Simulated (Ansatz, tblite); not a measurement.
Removing and adding an electron: In5Sb5H18, a cluster cut from wurtzite InSb (hydrogen-capped). Total charge 0; singlet. Geometry: PBE-D4/def2-SVP. Ansatz, gas phase; energy differences of separate SCF runs; the oxidised species was run as a doublet alone; the reduced species was run as a doublet alone.

```
atom   x (Å)   y (Å)   z (Å)
 Sb1  -3.279  -1.704   2.697
 In2  -2.476  -3.020   0.201
 Sb3  -0.271  -1.336  -0.621
 In4   1.330  -2.408  -2.779
 Sb5   3.633  -0.591  -2.719
 In6  -3.890   1.011   3.518
 Sb7  -1.562   1.990   2.030
 In8  -0.769   1.446  -0.683
 Sb9   1.891   2.546  -0.675
In10   4.019   2.285  -2.675
 H11  -4.606  -2.623   3.298
 H12  -2.185  -2.252   3.905
 H13  -1.804  -4.540   0.715
 H14  -3.799  -2.706  -0.883
 H15   0.794  -1.366   0.734
 H16   1.971  -3.933  -2.242
 H17   0.522  -2.009  -4.266
 H18   4.662  -1.155  -1.462
 H19   4.673  -1.122  -3.985
 H20  -3.530   1.210   5.206
 H21  -5.256   1.541   2.587
 H22  -0.192   1.391   2.879
 H23  -1.212   3.646   2.350
 H24  -1.817   2.153  -1.876
 H25   2.518   1.825   0.756
 H26   1.794   4.129  -0.004
 H27   3.329   2.928  -4.133
 H28   5.511   2.664  -1.871
```

In the def2 sets In, Sb take a core potential; there is no spin–orbit coupling. The xTB rows come from tblite. Single mean-field runs in def2-TZVP are fitted with def2-universal-jkfit. HOMO above LUMO, or a gap near zero within one spin, warns that the state may not be the lowest or that an electron is smeared out.

```csv
level,−HOMO (eV),vertical IE (eV),−LUMO (eV),vertical EA (eV),HOMO–LUMO gap (eV),IE − EA (eV),remarks
GFN1-xTB,9.62,11.03,7.02,5.71,2.60,5.32,–
GFN2-xTB,10.16,11.58,7.27,5.79,2.89,5.80,–
LDA (SPW92)/def2-TZVP,5.99,7.53,2.92,1.48,3.07,6.05,gap within one spin near zero (+1 doublet)
PBE-D4/def2-TZVP,5.86,7.44,2.71,1.34,3.16,6.11,"HOMO above zero (-1 doublet), gap within one spin near zero (+1 doublet)"
PBE0-D4/def2-TZVP,6.70,7.79,2.03,1.11,4.67,6.69,–
```

Relaxing the oxidised species (PBE-D4/def2-SVP) changes its energy by -0.42 eV at PBE-D4/def2-TZVP, so the adiabatic ionisation energy to this nearest minimum is 7.02 eV. At PBE0-D4/def2-TZVP it is 7.23 eV.     A HOMO above zero means that the electron is unbound at that level or that self-interaction error raises the level; the energy of removing that electron tells which. Raw xTB energy differences between charge states are shifted by several eV; the methods need an empirical correction for them. Sets without diffuse functions give affinities that are too small.
